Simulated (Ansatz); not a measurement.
Reaction (hydrogenolysis of the Si–O bond): `O[SiH]([SiH3])O[SiH3]` + H₂ → `[SiH3]O[SiH2][SiH3]` + H₂O

Computed with Ansatz on PBE0-D4/def2-TZVP structures; ΔE is electronic, products minus reactants. CCSD(T)/CBS adds triple-zeta CCSD(T) − MP2 to the extrapolated MP2 energy (def2 sets, frozen cores). This one scheme is used for every species. Functionals use def2-TZVPP. B3LYP here is the variant with VWN-RPA as its local correlation; programs differ in this. One conformer a species, not always the lowest.

Q: Is it downhill or uphill in electronic energy at CCSD(T)/CBS, and by how much? (Best estimate.)

A: Computed: Uphill: ΔE = +84.5 kJ/mol.

Q: What do these levels give: PBE-D4, B3LYP-D4, ωB97M-V, PBE-QIDH, PBE, CAM-B3LYP? (An estimate is asked.)

A: Ansatz gave: PBE-D4 82.5, B3LYP-D4 87.4, ωB97M-V 87.7, PBE-QIDH 82.8, PBE 78.8, CAM-B3LYP 84.9 kJ/mol.

Largest T1 diagnostic among the species: 0.013.

Leaving LDA and LC-ωPBE aside and taking each functional with its dispersion term where it has one, the values, not all of them listed here, spread over 11.6 kJ/mol, from HSE06-D4 to r2SCAN-D4. LDA lies +7.6 kJ/mol from PBE without D4. From r2SCAN to r2SCAN0 (25 % exact exchange), in def2-TZVPP and without D4, ΔE moves by −3.8 kJ/mol. At CCSD(T), def2-SVP lies −13.6 kJ/mol from the extrapolated value and def2-TZVPP −0.1 kJ/mol.
